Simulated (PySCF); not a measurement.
## HgBi: energy against distance

Set-up: Hg def2-SVPD with ECP60, Bi def2-SVPD with ECP60; scalar-relativistic core potentials (PySCF 2.14). Energies in eV from Hg + Bi in their ground configurations at the same level. State: ⁴Σ⁻ (quartet), unpaired electrons σ ↑, π ↑↑.

All columns are PBE0. A positive dipole means Hg(−)Bi(+).

| R (Å) | E (eV) | μ (D) | Mulliken charge on Hg (basis-dependent) | HOMO (eV) | LUMO (eV) | Mayer bond order | ⟨S²⟩ |
| --- | --- | --- | --- | --- | --- | --- | --- |
| 2.975 | 0.022 | 0.18 | -0.01 | -5.24 | -2.67 | 0.59 | 3.76 |
| 3.113 | -0.037 | 0.12 | 0.00 | -5.38 | -2.61 | 0.48 | 3.76 |
| 3.252 | -0.063 | 0.09 | 0.00 | -5.50 | -2.56 | 0.39 | 3.76 |
| 3.355 | -0.070 | 0.08 | 0.00 | -5.59 | -2.56 | 0.33 | 3.76 |
| 3.459 | -0.072 | 0.07 | 0.00 | -5.67 | -2.56 | 0.28 | 3.75 |
| 3.563 | -0.070 | 0.06 | 0.00 | -5.75 | -2.56 | 0.23 | 3.75 |
| 3.701 | -0.064 | 0.06 | 0.00 | -5.84 | -2.56 | 0.19 | 3.75 |
| 3.874 | -0.055 | 0.05 | 0.00 | -5.93 | -2.55 | 0.14 | 3.75 |
| 4.082 | -0.044 | 0.05 | 0.00 | -6.01 | -2.53 | 0.10 | 3.75 |
| 4.358 | -0.032 | 0.04 | 0.00 | -6.08 | -2.50 | 0.06 | 3.75 |

A fit through these points gives, at Re = 3.441 Å, μ = 0.07 D and dμ/dR = -0.0750 D/Å; the reduced mass is 102.7 u.

Task: How strong is the fundamental in the double-harmonic approximation, I = 42.26·(dμ/dR)²/μred km/mol?

Result: I = 42.26·(-0.0750)²/102.7 = 0.00231 km/mol at PBE0.

The bond is weak. Basis-set superposition, not corrected here, can be much of De in a small basis, most of all at correlated wavefunction levels. Functionals without a dispersion term scatter widely for such bonds, and LDA overbinds them. Spin–orbit coupling is left out, which matters for elements this heavy, above all for dissociation energies. The state is the lowest determinant that a PBE0 search found; another state may lie lower at other levels.
